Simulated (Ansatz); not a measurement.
`[SiH3]S[SiH2]Cl` + `[BH2][AlH][O][SiH2]C` → `[BH2][AlH][O][SiH3]` + `C[SiH2]S[SiH2]Cl`  (redistribution)

Gas-phase electronic energies from Ansatz, PBE0-D4/def2-TZVP geometries. CBS: MP2 limit from def2 TZ/QZ plus the TZ coupled-cluster correction, frozen cores. DFT in def2-TZVPP. B3LYP here is the variant with VWN-RPA as its local correlation; programs differ in this. One conformer a species, not always the lowest.

```json
{"level": "PBE-D4", "ΔE (kJ/mol)": "4.6", "difference from CCSD(T)/CBS": "0.8"}
{"level": "PBE0-D4", "ΔE (kJ/mol)": "4.0", "difference from CCSD(T)/CBS": "0.2"}
{"level": "B3LYP-D4", "ΔE (kJ/mol)": "5.3", "difference from CCSD(T)/CBS": "1.5"}
{"level": "ωB97M-V", "ΔE (kJ/mol)": "4.4", "difference from CCSD(T)/CBS": "0.6"}
{"level": "B2PLYP", "ΔE (kJ/mol)": "4.5", "difference from CCSD(T)/CBS": "0.7"}
{"level": "r2SCAN", "ΔE (kJ/mol)": "4.8", "difference from CCSD(T)/CBS": "1.0"}
{"level": "PBE0", "ΔE (kJ/mol)": "4.2", "difference from CCSD(T)/CBS": "0.4"}
{"level": "B3LYP", "ΔE (kJ/mol)": "5.4", "difference from CCSD(T)/CBS": "1.6"}
{"level": "HF/def2-TZVPP", "ΔE (kJ/mol)": "4.6", "difference from CCSD(T)/CBS": "0.8"}
{"level": "MP2/def2-TZVPP", "ΔE (kJ/mol)": "2.6", "difference from CCSD(T)/CBS": "-1.2"}
{"level": "CCSD/def2-TZVPP", "ΔE (kJ/mol)": "4.1", "difference from CCSD(T)/CBS": "0.3"}
{"level": "HF/def2-QZVPP", "ΔE (kJ/mol)": "4.6", "difference from CCSD(T)/CBS": "0.8"}
{"level": "MP2/def2-QZVPP", "ΔE (kJ/mol)": "2.6", "difference from CCSD(T)/CBS": "-1.2"}
{"level": "SCS-MP2/def2-QZVPP", "ΔE (kJ/mol)": "2.9", "difference from CCSD(T)/CBS": "-0.9"}
{"level": "HF/CBS(def2)", "ΔE (kJ/mol)": "4.5", "difference from CCSD(T)/CBS": "0.7"}
{"level": "MP2/CBS(def2)", "ΔE (kJ/mol)": "2.5", "difference from CCSD(T)/CBS": "-1.3"}
{"level": "CCSD(T)/CBS", "ΔE (kJ/mol)": "3.8", "difference from CCSD(T)/CBS": "0"}
```

Largest T1 diagnostic among the species: 0.012.
